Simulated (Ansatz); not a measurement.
Reaction (redistribution): `CCB(F)S` + `CCN[SiH3]` → `CCB(C)F` + `[SiH3]NCS`

Gas-phase electronic energies from Ansatz, PBE0-D4/def2-TZVP geometries. CBS: MP2 limit from def2 TZ/QZ plus the TZ coupled-cluster correction, frozen cores. DFT in def2-TZVPP. One conformer a species, not always the lowest.

```
             level  ΔE (kJ/mol)
           ωB97X-V         74.5
     HF/def2-TZVPP         76.4
CCSD(T)/def2-TZVPP         77.8
     HF/def2-QZVPP         75.7
```

Problem. What does CCSD(T)/CBS give? (Estimate.)

Solution. The calculation gave: +75.4 kJ/mol. The listed levels differ from it by -0.9, 1.0, 2.4, 0.3 kJ/mol.

Largest T1 diagnostic among the species: 0.012.
